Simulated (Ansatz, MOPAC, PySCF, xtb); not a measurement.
Dimer: HF (SMILES F) (first 2 atoms) with CH2O2 (SMILES O=CO); geometry from B3LYP-D3(BJ)/def2-TZVP, rigid monomers moved along the line of their centres of mass till H2···O3 is 1.88 Å.
(charge 0, multiplicity 1):
```xyz
7

F      0.3902     0.0014     0.4621
H     -0.1553    -0.4725     1.0950
O     -0.7234    -0.7778     2.8612
C     -0.1421    -0.0282     3.6187
O      0.7585     0.8731     3.2707
H     -0.3128    -0.0259     4.6995
H      0.8862     0.8433     2.2959
```

Interaction energies are E(AB) − E(A) − E(B) at the monomers' geometry in the complex; basis-set methods are counterpoise corrected.

The state reached by PM7 isn't checked; PM7 holds dispersion and hydrogen-bond terms.

Run with Ansatz (a first-principles code); MOPAC for PM7 (differences of heats of formation); PySCF for the dispersion terms; xtb for the GFN methods. Values without a source in brackets are computed.

Task: One of these levels gives -1.85 kcal/mol for the interaction energy. Name it.
A. GFN1-xTB
B. PBE-D3(BJ)/def2-TZVPPD
C. GFN-FF
D. PM7

Result: D, PM7. The others give -7.38 (GFN-FF), -11.14 (GFN1-xTB), -12.13 (PBE-D3(BJ)/def2-TZVPPD)
